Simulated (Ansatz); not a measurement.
Molecule: C$_{5}$H$_{5}$Se, charge 0, multiplicity 2. It need not be the lowest isomer of its formula. SMILES: [CH2]c1cc[se]c1
Coordinates optimised at B3LYP-D3(BJ)/def2-TZVP (Ansatz, a quantum-chemistry and plane-wave program):
```
C
C 1 1.3942
H 2 1.0805 1 121.20
H 2 1.0805 3 117.94 1 180.00
C 1 1.3974 2 124.56 3 0.00
H 5 1.0777 1 126.20 2 0.00
C 1 1.4529 2 123.17 3 180.00
C 7 1.3457 1 116.03 2 180.00
H 8 1.0778 7 127.58 1 -180.00
H 7 1.0822 8 122.62 9 0.00
Se 5 1.8607 6 120.96 1 -180.00
```
Charge 0, spin multiplicity 2.

Parts of the frozen-core correlation energy in STO-3G (Ansatz, hartree). Frozen orbitals: 19; correlated occupied orbitals by spin: 16 and 15; virtual: 13 and 14. Open shells are spin-unrestricted. No spin-orbit coupling. No relativistic terms.

```
term                             value
-------------------------  -----------
reference (HF)             -2563.44516
MP2 opposite-spin             -0.19806
MP2 same-spin                 -0.04420
CCSD correlation              -0.34024
(T)                           -0.00702
T1 diagnostic                    0.046
largest doubles amplitude        0.104
<S^2> of the reference           1.407
```
